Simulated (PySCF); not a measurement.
HNaO, SMILES [OH][Na]. Heavy atoms are numbered as in [Na:1][OH:2]. Hydrogens are named by the atom that carries them.

Geometry: ωB97X-D3(BJ)/def2-TZVPD. The isomer is the one that the SMILES or the coordinates give; other isomers of the formula were not compared.

The numbers are results of ωB97X/def2-TZVPD in PySCF, not measurements.

Mulliken values depend strongly on the basis, most of all with diffuse functions as here. ESP charges are fitted to the potential on shells at 1.4 to 2.0 van der Waals radii. Atomic charges (e), one atom of each kind:

```
atom     meta-Löwdin  ESP fit  Mulliken
-------  -----------  -------  --------
Na1             0.89     0.95      0.92
O2 (OH)        -1.17    -1.46     -1.06
H on O2         0.28     0.51      0.14
```
